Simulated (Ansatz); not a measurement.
Geometry optimisation, RKS PBE0-D4/6-31G (Ansatz).

Input file:

```yaml
crystal:
  periodic: [false, false, false]
  atoms:
    - { symbol: Si, position_ang: [0.0, 0.0, 0.0] }
    - { symbol: C, position_ang: [0.0, 0.0, 1.87] }
    - { symbol: H, position_ang: [-0.9996, -0.3092, 2.2405] }
    - { symbol: H, position_ang: [0.7676, -0.7111, 2.2405] }
    - { symbol: H, position_ang: [0.232, 1.0203, 2.2405] }
    - { symbol: O, position_ang: [1.5842, 0.0, -0.5594] }
    - { symbol: H, position_ang: [1.9006, -0.9521, -0.6761] }
    - { symbol: C, position_ang: [-0.8808, 1.5259, -0.6227] }
    - { symbol: H, position_ang: [-1.9334, 1.2723, -0.8671] }
    - { symbol: H, position_ang: [-0.8624, 2.3106, 0.1622] }
    - { symbol: H, position_ang: [-0.3704, 1.9025, -1.5336] }
    - { symbol: C, position_ang: [-0.8808, -1.5259, -0.6227] }
    - { symbol: H, position_ang: [-1.3804, -2.0377, 0.2261] }
    - { symbol: H, position_ang: [-1.6409, -1.2332, -1.3768] }
    - { symbol: H, position_ang: [-0.1449, -2.2146, -1.0879] }
basis:
  gaussian: { orbitals: "6-31G" }
hamiltonian:
  xc: pbe0
  dispersion: d4
relax:
  f_tol: 0.02
  max_steps: 40
```

Run as:

```bash
$ ansatz run input.yaml --threads 1 --pin off --max-ram 2048MiB --backend cpu --events-out ev --progress --plain --runs-dir out
```

Q: Where does it end, and by what steps?

A: The forces met the threshold. The force dipped under the threshold on the way, but the program's further checks kept it going. Limits of this set-up: no polarisation functions. After 13 steps the energy has fallen by 0.429 eV; H14 moved furthest, 0.88 Å.

| step | energy less start (eV) | largest force component (eV/Å) | accepted |
| --- | --- | --- | --- |
| 0 | 0.0000 | 2.140 | yes |
| 1 | -0.2599 | 1.009 | yes |
| 2 | -0.3327 | 0.249 | yes |
| 3 | -0.3620 | 0.546 | yes |
| 4 | -0.3686 | 0.463 | yes |
| 5 | -0.4194 | 0.084 | yes |
| 6 | -0.4266 | 0.015 | yes |
| 7 | -0.4208 | 0.393 | no |
| 8 | -0.4281 | 0.037 | yes |
| 9 | -0.4280 | 0.139 | no |
| 10 | -0.4273 | 0.177 | no |
| 11 | -0.4286 | 0.012 | yes |
| 12 | -0.4291 | 0.039 | yes |
| 13 | -0.4292 | 0.013 | yes |

```xyz
15
Properties=species:S:1:pos:R:3
Si -0.059 -0.011 -0.012
C 0.040 -0.098 1.885
H -0.968 -0.139 2.314
H 0.584 -0.988 2.220
H 0.546 0.786 2.286
O 1.529 0.176 -0.695
H 2.236 -0.471 -0.561
C -0.975 1.539 -0.583
H -2.012 1.537 -0.229
H -0.477 2.436 -0.201
H -0.980 1.593 -1.676
C -0.887 -1.588 -0.677
H -1.913 -1.665 -0.297
H -0.927 -1.571 -1.771
H -0.345 -2.489 -0.367
```

Whether the end is a true minimum wasn't checked by a vibrational analysis.

Run time: 110 s on 1 thread of Intel(R) Xeon(R) Platinum 8259CL CPU @ 2.50GHz (Skylake/Cascade Lake), with other jobs on the host, peak memory 0.17 GiB.
